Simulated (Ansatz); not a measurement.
Relaxation of BH$_{5}$O$_{2}$S (9 atoms, charge 0, multiplicity 1), to a largest force component of 0.03 eV/Å in at most 50 steps.

All numbers below come from Ansatz 0.2.0, RKS PBE-D4/6-31G*.

```xyz
9
Properties=species:S:1:pos:R:3
B 0.100 -0.512 -0.253
H 0.351 -0.596 0.918
O 0.992 -0.948 -1.200
H 1.793 -1.303 -0.775
O -1.083 -0.004 -0.716
H -1.640 0.322 0.017
S -0.230 2.237 1.148
H -0.058 2.966 2.284
H 0.355 1.105 1.683
```

Task: Where does it end, and by what steps?

Result: It converged. The force dipped under the threshold on the way, but the program's further checks kept it going. After 22 steps the energy has fallen by 0.229 eV; H8 moved furthest, 1.40 Å.

| step | energy less start (eV) | largest force component (eV/Å) | accepted |
| --- | --- | --- | --- |
| 0 | 0.0000 | 0.623 | yes |
| 1 | -0.0951 | 0.495 | yes |
| 2 | -0.1109 | 0.552 | yes |
| 3 | -0.1360 | 0.324 | yes |
| 4 | -0.1454 | 0.119 | yes |
| 5 | -0.1574 | 0.055 | yes |
| 6 | -0.1618 | 0.387 | yes |
| 7 | -0.1717 | 0.282 | yes |
| 8 | -0.1830 | 0.242 | yes |
| 9 | -0.1803 | 0.553 | no |
| 10 | -0.1913 | 0.122 | yes |
| 11 | -0.1973 | 0.108 | yes |
| 12 | -0.2017 | 0.327 | yes |
| 13 | -0.2081 | 0.272 | yes |
| 14 | -0.2102 | 0.314 | yes |
| 15 | -0.2239 | 0.063 | yes |
| 16 | -0.2267 | 0.024 | yes |
| 17 | -0.2196 | 0.412 | no |
| 18 | -0.2282 | 0.051 | yes |
| 19 | -0.2286 | 0.098 | yes |
| 20 | -0.2291 | 0.046 | yes |
| 21 | -0.2292 | 0.039 | yes |
| 22 | -0.2295 | 0.003 | yes |

```xyz
9
Properties=species:S:1:pos:R:3
B 0.284 -0.577 -0.411
H 1.171 -0.168 0.320
O 0.406 -1.781 -1.064
H 1.262 -2.193 -0.847
O -0.865 0.128 -0.613
H -0.847 0.971 -0.105
S -0.474 2.707 1.512
H -1.084 2.042 2.527
H 0.729 2.139 1.787
```

Whether the end is a true minimum wasn't checked by a vibrational analysis.

The run took 51 s on 1 thread of Arm Neoverse V1 (shared host), peak memory 0.14 GiB.
